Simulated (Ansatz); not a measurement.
`C[O][Zr]([F])([F])[Br]`. The species carries charge 0 and has multiplicity 1. Zr takes the def2 core potential. The structure was optimised at the PBE0-D4/def2-TZVP level. It is one conformer, not always the lowest.

```xyz
9

C     0.670    1.384    0.755
O     0.182    0.225    0.147
Zr   -0.506   -1.319   -0.675
F     0.546   -1.710   -2.207
F    -0.390   -2.763    0.554
Br   -2.901   -0.896   -1.326
H    -0.110    2.149    0.775
H     1.528    1.766    0.196
H     0.981    1.166    1.780
```

Task: What is the dipole moment at PBE/def2-TZVPP? (Estimate.)

Result: Computed: 3.23 D, with components (1.54, 2.44, 1.45) D in this frame, pointing from negative to positive charge.

Task: And with r2SCAN, B3LYP, ωB97M-V? (Best estimate.)

Result: Computed: r2SCAN 3.27 D, B3LYP 3.26 D, ωB97M-V 3.24 D.

Task: Give the Mulliken charges with PBE, B3LYP, ωB97M-V in def2-TZVPP. (An estimate is asked.)

Result: Ansatz gave: 
```csv
atom,PBE,B3LYP,ωB97M-V
C1,-0.14,-0.12,-0.18
O2,-0.40,-0.48,-0.46
Zr3,1.18,1.35,1.30
F4,-0.34,-0.39,-0.38
F5,-0.34,-0.39,-0.38
Br6,-0.30,-0.31,-0.28
H7,0.11,0.11,0.13
H8,0.11,0.11,0.13
H9,0.11,0.11,0.13
```

B3LYP here is the variant with VWN-RPA as its local correlation; programs differ in this.
